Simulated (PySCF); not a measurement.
C3H2BrFO.
SMILES with atom numbers: `[O:1]=[CH:2]/[C:3]([Br:4])=[CH:5]\[F:6]` (hydrogens: H7 on C2; H8 on C5)

Method: PySCF 2.14.0, PBE0-D3(BJ)/def2-SVP geometry optimisation, gas phase; density fitting, grid level 1; the optimiser is geomeTRIC in internal coordinates, started from a GFN2-xTB structure with every atom displaced at random (about 0.01 Å).

Step 2: E = -77921.5524 eV
```
atom  x, y, z in Å  |  force x, y, z in eV/Å
O1     -2.2636    0.5141    0.1334    0.006  -0.278   0.051
C2     -1.2469   -0.1221    0.2409   -0.132   0.512   0.129
C3      0.0809    0.4304   -0.1011    0.038  -0.395  -0.088
Br4     0.1682    2.2339   -0.5866    0.025  -0.025  -0.028
C5      1.1861   -0.3335   -0.1379    0.258   0.178   0.058
F6      1.1899   -1.6086    0.2039   -0.184   0.042  -0.012
H7     -1.2272   -1.1635    0.6373   -0.011  -0.054  -0.117
H8      2.1721    0.0331   -0.4382    0.000   0.019   0.007
```

Step 3: E = -77921.5529 eV
```
atom  x, y, z in Å  |  force x, y, z in eV/Å
O1     -2.2809    0.4997    0.2380   -0.197   0.417  -0.181
C2     -1.2511   -0.1102    0.2264    0.335  -0.530   0.365
C3      0.0771    0.4152   -0.1566   -0.074   0.443  -0.126
Br4     0.1792    2.2259   -0.6236   -0.007   0.046  -0.069
C5      1.1968   -0.3251   -0.1426   -0.197  -0.120   0.198
F6      1.1441   -1.5942    0.2185    0.219  -0.080  -0.061
H7     -1.2079   -1.1678    0.5751    0.028  -0.112  -0.107
H8      2.2021    0.0401   -0.3834   -0.107  -0.064  -0.019
```

Step 4: E = -77921.5679 eV
```
atom  x, y, z in Å  |  force x, y, z in eV/Å
O1     -2.2715    0.5148    0.2151   -0.145   0.132   0.069
C2     -1.2489   -0.1110    0.2543    0.120  -0.151  -0.220
C3      0.0750    0.4228   -0.1323    0.028   0.055   0.099
Br4     0.1812    2.2244   -0.6346   -0.032  -0.026   0.001
C5      1.1901   -0.3252   -0.1255    0.046  -0.049  -0.039
F6      1.1717   -1.6022    0.2101   -0.019   0.033   0.042
H7     -1.2216   -1.1827    0.5634    0.018   0.009   0.050
H8      2.1836    0.0428   -0.3989   -0.016  -0.005  -0.002
```

Q: Estimate the geometry and energy of step 5. (The exact step hangs on the optimiser's Hessian estimate; all steps are aligned on step 4, rigid shifts and turns removed.)

A: E = -77921.5700 eV, largest force 0.075 eV/Å
```
atom  x, y, z in Å  |  force x, y, z in eV/Å
O1     -2.2654    0.5227    0.2193   -0.023  -0.048   0.003
C2     -1.2474   -0.1157    0.2424    0.022   0.058   0.042
C3      0.0783    0.4246   -0.1269    0.020  -0.004  -0.033
Br4     0.1696    2.2256   -0.6290    0.006  -0.013  -0.009
C5      1.1928   -0.3253   -0.1260   -0.045  -0.002   0.008
F6      1.1678   -1.5976    0.2254    0.023  -0.006   0.007
H7     -1.2207   -1.1863    0.5567   -0.020   0.012  -0.032
H8      2.1847    0.0359   -0.4102    0.019   0.003   0.013
```

The energy changes by -0.0020 eV. The first-order estimate −F·Δx gives -0.0057 eV and the mean of the old and new forces, exact on a quadratic surface, -0.0021 eV. The step makes an angle of 63° with the force vector and moves no atom by more than 0.016 Å.

The cost below is that of the whole optimisation. The run took 43 s of wall time on Arm Neoverse V2, one thread, on a shared host, and the process peaked at 0.47 GiB of memory.
